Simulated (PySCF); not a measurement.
## Two-component Hartree-Fock for Lu (lutetium, neutral)

Start: [Xe] 4f14 5d1 6s2; 5d5/2 filled at m_j = +5/2. Calculated with PySCF 2.14 in x2c-SVPall-2c: generalised Hartree-Fock with the X2C-1e Hamiltonian and a Gaussian nucleus; one run each with spin-orbit coupling (SO) screened by Boettger's factors, then bare. This is a chosen level, not necessarily the ground level.

| spinor shell | electrons | ε, screened SO (eV) | ε, bare SO (eV) | weight of nominal j (bare SO) | rms radius, bare SO (bohr) |
| --- | --- | --- | --- | --- | --- |
| 1s1/2 | 2 | -63629.5 | -63628.4 | 1.000 | 0.0219 |
| 2s1/2 | 2 | -10964.4 | -10964.0 | 1.000 | 0.0885 |
| 2p1/2 | 2 | -10446.1 | -10473.1 | 1.000 | 0.0752 |
| 2p3/2 | 4 | -9322.5 | -9313.4 | 1.000 | 0.0825 |
| 3s1/2 | 2 | -2543.0 | -2542.9 | 1.000 | 0.227 |
| 3p1/2 | 2 | -2313.7 | -2319.5 | 1.000 | 0.218 |
| 3p3/2 | 4 | -2069.5 | -2067.5 | 1.000 | 0.233 |
| 3d3/2 | 4 | -1684.3 | -1689.6 | 1.000 | 0.206 |
| 3d5/2 | 6 | -1631.6 | -1628.2 | 1.000 | 0.210 |
| 4s1/2 | 2 | -535.84 | -535.85 | 1.000 | 0.509 |
| 4p1/2 | 2 | -441.03 | -442.42 | 1.000 | 0.519 |
| 4p3/2 | 4 | -384.96 | -384.52 | 1.000 | 0.553 |
| 4d3/2 | 4 | -228.54 | -229.65 | 1.000 | 0.583 |
| 4d5/2 | 6 | -218.03 | -217.38 | 1.000 | 0.598 |
| 5s1/2 | 2 | -73.762 | -73.781 | 1.000 | 1.27 |
| 5p1/2 | 2 | -44.325 | -44.516 | 0.999 | 1.42 |
| 5p3/2 | 4 | -37.293 | -37.254 | 0.999 | 1.55 |
| 4f5/2 | 6 | -23.457 | -24.074 | 1.000 | 0.792 |
| 4f7/2 | 8 | -21.916 | -21.493 | 1.000 | 0.812 |
| 6s1/2 | 2 | -6.173 | -6.178 | 0.984 | 4.12 |
| 5d5/2 | 1 | -5.029 | -5.013 | 1.000 | 3.21 |

```
   quantity   screened SO       bare SO
E (hartree)  -14566.10814  -14567.06736
        M_J           5/2           5/2
       ⟨J²⟩         8.998         8.998
       ⟨L²⟩         6.309         6.321
       ⟨S²⟩         0.922         0.933
```

Each row is a mean over spinors that exchange with the open shell spreads, by up to 1.976 eV (5p3/2).

⟨J²⟩ departs a little from M_J(M_J + 1) because the unrestricted spinors polarise the closed shells.

Breit and QED terms are absent; they matter most for the inner s and p1/2 levels.

Densities and radii are taken from the X2C orbitals without a picture-change correction, which distorts them close to the nucleus.
